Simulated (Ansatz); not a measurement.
`C[Si](F)(Cl)[SeH]` + H₂O → `C[Si](O)(F)Cl` + H₂Se at 400 K and 1 bar (formal hydrolysis of the Si–Se bond).

Gas-phase electronic energies from Ansatz, PBE0-D4/def2-TZVP geometries. CBS: MP2 limit from def2 TZ/QZ plus the TZ coupled-cluster correction, frozen cores. This one scheme is used for every species. For Se outer-core shells are correlated without core-valence functions, which leaves a few kJ/mol of doubt a bond. Scalar relativity is left out up to krypton. Each species was taken in one conformer, which may not be the lowest.

```json
{"species": "`C[Si](F)(Cl)[SeH]`", "CCSD(T)/CBS energy (Eh)": "-3289.98488", "H − E (kJ/mol)": "168.0", "S (J/(mol·K))": "410.1"}
{"species": "H₂O", "CCSD(T)/CBS energy (Eh)": "-76.37941", "H − E (kJ/mol)": "69.8", "S (J/(mol·K))": "198.6"}
{"species": "`C[Si](O)(F)Cl`", "CCSD(T)/CBS energy (Eh)": "-964.48585", "H − E (kJ/mol)": "180.5", "S (J/(mol·K))": "379.1"}
{"species": "H₂Se", "CCSD(T)/CBS energy (Eh)": "-2401.89790", "H − E (kJ/mol)": "49.4", "S (J/(mol·K))": "229.5"}
```

H − E and S are ideal-gas, rigid-rotor, harmonic terms from PBE0-D4/def2-TZVP, for one conformer and one mirror image of each species. 1 Eh = 2625.50 kJ/mol, R = 8.31446 J/(mol·K).

**Question.** By hand: ΔE, ΔH, ΔS and ΔG.

**Answer.** ΔE = (-964.48585) + (-2401.89790) − (-3289.98488) − (-76.37941) = -0.01946 Eh = -51.1 kJ/mol. Δ(H − E) = 180.5 + 49.4 − 168.0 − 69.8 = -7.9, so ΔH = -59.0 kJ/mol. ΔS = 379.1 + 229.5 − 410.1 − 198.6 = -0.1 J/(mol·K). ΔG = -59.0 − 400 × (-0.1)/1000 = -59.0 kJ/mol.

**Question.** By hand: the equilibrium constant, and the temperature at which ΔG would vanish if ΔH and ΔS stayed fixed.

**Answer.** log₁₀ K = −ΔG/(RT ln 10) = 7.7. ΔG = 0 at ΔH/ΔS = 590000 K, far beyond where these terms or the molecules hold.

The number of gas molecules stays the same, so ΔS is small and ΔH decides. A doubt of 5 kJ/mol in ΔE shifts log₁₀ K by 0.7 here. Other conformers and mirror images would add mixing entropy, several J/(mol·K) or more a flexible species. These are equilibria of isolated gas molecules and say nothing of rates. Largest T1 diagnostic: 0.010 (customary marks: 0.02 for closed shells, 0.045 for open ones).
